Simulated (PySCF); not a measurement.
Method: B3LYP-D3(BJ)/def2-TZVP // TPSS-D3(BJ)/def2-SVP (PySCF 2.14.0). Isolated molecules, 0 K electronic values unless said otherwise. One relaxed conformer stands for a flexible species; it need not be the lowest. B3LYP has the VWN-RPA correlation part, as in Gaussian. 

Reference species: [Mo(Cl)6] (neutral, multiplicity 1).

```yaml
HOMO–LUMO gap: 2.83 eV
coordination_number: 6
LUMO: -6.08 eV
HOMO: -8.91 eV
```

Changed species: [Mo(Cl)4(NH2)2] (2 of 6 Cl replaced by NH2; the reference has 0 of 6 Cl replaced by NH2).

Question: Predict the effect on the HOMO–LUMO gap, coordination number, LUMO and HOMO.

Answer: the HOMO–LUMO gap goes up by 0.06 eV, to 2.89 eV; the coordination number hardly moves; the LUMO goes up by 1.18 eV, to -4.90 eV; the HOMO rises by 1.12 eV, to -7.79 eV.
